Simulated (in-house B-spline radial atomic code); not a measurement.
Results of a calculation; reference values are marked as such.
Zr in an electron gas of r_s = 3.3: phase shifts, screening and friction

A nucleus sits in a uniform electron gas with a rigid positive background. The Kohn-Sham equations are solved self-consistently in the spin-unpolarised LDA (PW92), non-relativistic, on B-splines with outgoing waves at the boundary and partial waves to l = 8. The model has no lattice, no bands and no magnetic solution. Atomic units; δ_l are the phase shifts at the Fermi level, counted so that each bound state adds π, and good to about 0.0005. A narrow, partly filled d or f resonance in a thin gas would split by spin, so such rows rest on a solution that is probably unstable.

The density parameter is r_s = 3.3 bohr.

| l | δ_l (rad) |
| --- | --- |
| 0 | 12.4485 |
| 1 | 9.4047 |
| 2 | 4.4885 |
| 3 | -0.0344 |
| 4 | -0.0040 |
| 5 | -0.0004 |
| 6 | -0.0004 |
| 7 | -0.0003 |
| 8 | -0.0004 |

Bound levels below the band bottom (hartree): s -13.83, p -11.12, d -6.147, s -1.536, p -0.81 and deeper ones.

Task: Check the Friedel sum rule, and say where the screening charge sits.

Result: k_F = (9π/4)^(1/3)/r_s = 0.58156. The rule is Z = (2/π) Σ (2l + 1) δ_l. The terms are s 7.925, p 17.962, d 14.287, f -0.153 and -0.036 beyond, in all 39.984 against Z = 40. Bound states hold 8 s, 18 p, 10 d electrons, so the scattering states carry 3.98 in all; where a term is smaller than its bound count, the bound level has drawn weight out of the band.

Task: Find the transport cross section and the electronic stopping of a 10 keV Zr ion (mass 91.22 u).

Result: σ_tr = (4π/k_F²) Σ (l + 1) sin²(δ_l − δ_(l+1)). The terms for l = 0 to 3 are 0.0095, 1.9181, 2.8936, 0.0037, all together 4.8249, so σ_tr = 37.155 × 4.8249 = 179.270 bohr². With n = 3/(4π r_s³) = 0.006643, the friction coefficient is Q = n k_F σ_tr = 0.6926. For v well below v_F = 0.582, dE/dx = Q v; with 24801 eV per u at v = 1, v = √(10000/(24801 × 91.22)) = 0.0665, so dE/dx = 0.04605 hartree/bohr = 23.7 eV/nm. The largest term couples the d and f waves.
